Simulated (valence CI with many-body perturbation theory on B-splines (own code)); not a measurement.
## Mn²⁰⁺: calculated level list

Level of theory: valence CI with perturbative core correlation (CI+MBPT): three valence electrons over a frozen Dirac-Fock core [He], radial functions for each j: 11 s, 11 p, 10 d, 8 f, 5 g, 2 h, with the one-electron correlation potential Σ1 (screened to all orders), the two-electron term Σ2, the three-electron term Σ3, Breit, model QED; selected single and double excitations, second order for the rest, scaled by the run's own slope (own B-spline code, finite nucleus).

No measured levels were compared; by estimate levels of excited configurations hold to 0.05 to 0.15 % of their energy, terms of the ground configuration to about 0.5 %.

Levels 91 to 135 of 205, with energies above the lowest level, 2s2 2p 2P°_1/2. "Leading %" is the weight of the configuration and term that name the level; weights of strongly mixed levels are sums over their largest components and can fall short. Lifetimes count E1, E2, E3, M1 and M2 decay at the calculated energies, and are blank where another channel may lead or the interval is too uncertain; long ones can be off by a factor of two.

```csv
No.,Configuration,Term,J,E (eV),Leading %,Lifetime,g
91,2p2 3d,4F,7/2,1083.0,79,3.53 ps,1.265
92,2p2 3d,2P,3/2,1083.5,48,247 fs,1.112
93,2p2 3d,2F,5/2,1084.1,49,408 fs,1.035
94,2p2 3d,4D,1/2,1084.5,82,674 fs,0.157
95,2p2 3p,2F°,5/2,1085.5,56,341 fs,1.031
96,2p2 3d,4F,9/2,1087.1,85,53.7 ps,1.297
97,2p2 3d,4D,7/2,1087.1,42,48.8 ps,1.255
98,2p2 3p,2F°,7/2,1087.2,81,375 fs,1.187
99,2p2 3d,4D,3/2,1087.7,49,195 fs,1.251
100,2p2 3d,2F,5/2,1087.9,43,135 fs,1.181
101,2p2 3p,2D°,3/2,1089.6,66,187 fs,1.027
102,2p2 3p,2D°,5/2,1091.1,87,172 fs,1.190
103,2p2 3s,2S,1/2,1092.2,64,172 fs,1.822
104,2p2 3d,4P,5/2,1092.7,54,61.2 fs,1.457
105,2p2 3p,2P°,1/2,1093.0,95,251 fs,0.700
106,2p2 3d,4P,3/2,1094.2,77,47.8 fs,1.600
107,2p2 3d,2P,1/2,1094.4,67,153 fs,0.940
108,2p2 3d,4P,1/2,1095.3,80,46.1 fs,2.312
109,2p2 3d,2F,7/2,1095.5,40,190 fs,1.172
110,2p2 3d,2D,5/2,1100.2,74,45.5 fs,1.119
111,2p2 3p,2P°,3/2,1100.4,74,228 fs,1.259
112,2p2 3d,2D,3/2,1100.7,87,75.7 fs,0.839
113,2p2 3d,2G,7/2,1102.3,53,544 fs,1.029
114,2p2 3d,2G,9/2,1104.1,85,79.6 ps,1.143
115,2p2 3d,2D,3/2,1107.5,82,60.6 fs,0.888
116,2p2 3d,2D,5/2,1108.0,54,47.5 fs,1.128
117,2p2 3d,2F,7/2,1110.2,79,36.5 fs,1.108
118,2p2 3d,2P,1/2,1110.8,91,71.4 fs,0.752
119,2p2 3p,2P°,1/2,1113.9,92,229 fs,0.665
120,2p2 3d,2D,5/2,1114.5,55,45.4 fs,1.061
121,2p2 3d,2P,3/2,1115.2,83,56.0 fs,1.306
122,2p2 3d,2S,1/2,1115.3,82,87.2 fs,2.000
123,2p2 3p,2P°,3/2,1115.8,88,265 fs,1.327
124,2p2 3d,2D,5/2,1133.5,89,87.9 fs,1.195
125,2p2 3d,2D,3/2,1134.4,93,64.9 fs,0.800
126,2s2 4s,2S,1/2,1245.8,95,731 fs,2.001
127,2s2 4p,2P°,1/2,1254.5,95,1.29 ps,0.665
128,2s2 4p,2P°,3/2,1256.0,95,1.34 ps,1.333
129,2s2 4d,2D,3/2,1263.1,96,153 fs,0.799
130,2s2 4d,2D,5/2,1263.5,96,155 fs,1.200
131,2s2 4f,2F°,5/2,1267.7,95,353 fs,0.856
132,2s2 4f,2F°,7/2,1267.9,95,354 fs,1.142
133,2s 2p 4s,4P°,1/2,1287.7,89,765 fs,2.462
134,2s 2p 4s,4P°,3/2,1290.7,87,727 fs,1.682
135,2s 2p 4s,2P°,1/2,1293.0,90,731 fs,0.854
```

Names give the largest LS component (configuration and term), which can be under half, so a name can repeat, a term be missing and a line seem to break the LS rules; names also repeat where a configuration has a term twice.
